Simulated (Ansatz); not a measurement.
Task: Name a neutral molecule of As with HOMO–LUMO gap (PBE/def2-TZVPP) between 3.00 and 3.30 eV and HOMO energy (B3LYP/def2-TZVPP) between -7.40 and -7.10 eV (Ansatz, PBE0-D4/def2-TZVP geometry).

Result: `[As]#[As]` (3.21 eV, -7.20 eV). Other molecules can fit too; these were computed, each in one conformer that needn't be the lowest.

B3LYP here is the variant with VWN-RPA as its local correlation; programs differ in this.
